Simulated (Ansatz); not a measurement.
Species: sum formula SiN$_{2}$H$_{4}$F (charge 0, doublet). It need not be the lowest isomer of its formula. SMILES: N[Si](N)F
Structure (B3LYP-D3(BJ)/def2-TZVP (Ansatz, a quantum-chemistry and plane-wave program) minimum search):
```xyz
8

N     -1.3171    -0.6026     0.5682
Si     0.1617    -0.2736    -0.2419
N      1.3056     0.1039     0.9665
F     -0.2228     0.9360    -1.2476
H     -1.3518    -1.3367     1.2590
H     -2.1884    -0.5272     0.0649
H      2.2958     0.0787     0.7897
H      1.0660     0.6830     1.7590
```
Charge 0, spin multiplicity 2.

Parts of the frozen-core correlation energy in 6-31G (Ansatz, hartree). Frozen orbitals: 8; correlated occupied orbitals by spin: 13 and 12; virtual: 27 and 28. Open shells are spin-unrestricted. No spin-orbit coupling. No relativistic terms.

```
term                            value
-------------------------  ----------
reference (HF)             -499.54299
MP2 opposite-spin            -0.28708
MP2 same-spin              (withheld)
CCSD correlation           (withheld)
(T)                        (withheld)
T1 diagnostic                   0.015
largest doubles amplitude       0.017
<S^2> of the reference          0.754
```

Fill in the missing entries.


- MP2 same-spin, value: -0.09562
- CCSD correlation, value: -0.40167
- (T), value: -0.00685
